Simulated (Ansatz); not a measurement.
Consider the adduct formation: `[GaH3]` + H₂Se → `[GaH3-][SeH2+]`.

Isolated molecules relaxed with PBE0-D4/def2-TZVP in Ansatz; ΔE leaves out vibrations. CCSD(T)/CBS is the MP2 limit (def2-TZVPP, def2-QZVPP) plus CCSD(T) − MP2 in def2-TZVPP, frozen cores. DFT in def2-TZVPP. B3LYP here is the variant with VWN-RPA as its local correlation; programs differ in this. For Ga, Se outer-core shells are correlated without core-valence functions, which leaves a few kJ/mol of doubt a bond. Scalar relativity is left out up to krypton.

`[GaH3]`:

```xyz
4

Ga    0.000    0.000    0.000
H    -1.091   -1.095   -0.264
H     0.320    1.071   -1.101
H     0.772    0.024    1.365
```

H₂Se:

Z-matrix (Å, degrees):
```
Se
H 1 1.467
H 1 1.467 2 91.2
```

`[GaH3-][SeH2+]`:

```xyz
7

Ga    0.662   -0.963   -0.178
Se   -1.212    0.836    0.604
H     1.142   -1.286    1.287
H    -0.374   -1.927   -0.870
H     1.529   -0.001   -1.073
H    -0.285    1.921    0.949
H    -1.462    1.420   -0.720
```

```csv
level,ΔE (kJ/mol)
BHLYP-D4,-47.0
B3LYP,-34.7
```

Task: What does CCSD(T)/CBS give? (Best estimate.)

Result: The calculation gave: -50.9 kJ/mol. The listed levels differ from it by 3.9, 16.2 kJ/mol.

Task: What do rigid-rotor, harmonic-oscillator terms from PBE0-D4/def2-TZVP frequencies (298.15 K, 1 bar) make of the CCSD(T)/CBS value? (Best estimate.)

Result: The calculation gave: ΔZPE = +9.8 kJ/mol, ΔH = -43.9 kJ/mol, ΔS = -112 J/(mol·K), ΔG = -10.5 kJ/mol.

Largest T1 diagnostic among the species: 0.013.

At CCSD(T), def2-SVP lies +5.7 kJ/mol from the extrapolated value and def2-TZVPP +1.9 kJ/mol. In def2-TZVPP, CCSD(T) changes the Hartree–Fock value by −30.5 kJ/mol (the triples alone add −4.1 kJ/mol) and MP2 by −32.6 kJ/mol.
